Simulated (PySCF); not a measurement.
Constitutional and geometric isomers with formula C2H5NSi. All species are isolated molecules in the gas phase. One relaxed conformer stands for each flexible species; it need not be the lowest. Strings in code marks are SMILES.

The HOMO from two functionals at the same geometries (B3LYP-D3(BJ)/def2-TZVP), both in PySCF: PBE-D3(BJ)/def2-TZVP and M06-2X/def2-TZVP. 

```
species                               PBE-D3(BJ)/def2-TZVP (eV)
------------------------------------  -------------------------
`C(N[SiH3])#C`                                            -5.34
`N#CC[SiH3]`                                              -7.66
`C[SiH]=C=N`                                              -4.77
`C=CN=[SiH2]` (C–C–N–Si torsion 55°)                      -5.12
```

Q: What does M06-2X/def2-TZVP give for each?

A: 
- `C(N[SiH3])#C`: -7.73
- `N#CC[SiH3]`: -10.17
- `C[SiH]=C=N`: -6.54
- `C=CN=[SiH2]` (C–C–N–Si torsion 55°): -7.19
Over these rows, drawn at random from the members with no instability flagged (it was tested for open shells, ions and some series alone), PBE minus M06-2X: mean +2.19 eV, from +1.77 eV to +2.51 eV.
